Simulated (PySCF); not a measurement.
Two structures of GaH2Cl, closed shell, reached by relaxing down either side of one saddle point (PBE0-D4/def2-TZVP). Energies are electronic, without zero-point energy. Program: PySCF 2.14 with density fitting (its default auxiliary sets; JK sets also for MP2 and CCSD(T)). Basis: def2-TZVPP and def2-QZVPP. Cores are frozen in the correlated methods. Filled d shells of the heavier atoms are correlated. The def2 sets are not built for correlating such inner shells, so the correlated values are less sure here. Extrapolation: Hartree–Fock as exp(−7.88 √X), correlation as X^−2.97. First:

| atom | x (Å) | y (Å) | z (Å) |
| --- | --- | --- | --- |
| Ga1 | -0.1353 | 0.1112 | -0.1107 |
| Cl2 | 1.2525 | -1.0556 | 1.0417 |
| H3 | 0.2823 | 0.3673 | -1.5878 |
| H4 | -1.4081 | 0.5737 | 0.6560 |

Second:

```
atom    x (Å)    y (Å)    z (Å)
 Ga1  -1.0099   0.4611   0.2793
 Cl2   2.3193  -1.0966  -0.6454
  H3   1.1702  -0.5604  -0.3282
  H4  -2.4628   1.1440   0.6893
```

Problem. Which bonds change from the first to the second?

Solution. GaH₂Cl ([Cl][GaH2]) → GaH + HCl; bonds formed: Cl2–H3; bonds broken: Ga1–Cl2, Ga1–H3.

Problem. Give the saddle point's structure and its height above each. (To be estimated.)

Solution. The calculation gives: 57.00 kcal/mol above the first and 13.02 kcal/mol above the second (CCSD(T) at an estimated basis limit (MP2 extrapolated from triple and quadruple zeta, plus CCSD(T) − MP2 in triple zeta)).
Ga1  (-0.708, 0.468, -0.227)
Cl2  (1.499, -0.863, 0.094)
H3  (0.664, -0.027, -1.042)
H4  (-1.455, 0.422, 1.175)
(Å)

T1 diagnostic: at most 0.016. The restricted Hartree–Fock reference is unstable towards an unrestricted one at one or more of these structures.

Labels in which every atom is bracketed show which atoms are joined, not bond orders.

For scale, one of the runs: CCSD(T)/def2-TZVPP, 118 basis functions, launched by `OMP_NUM_THREADS=4 python run.py`. Hardware: 4 CPU threads of an Arm Neoverse V1, shared host. Wall time about 41 s.
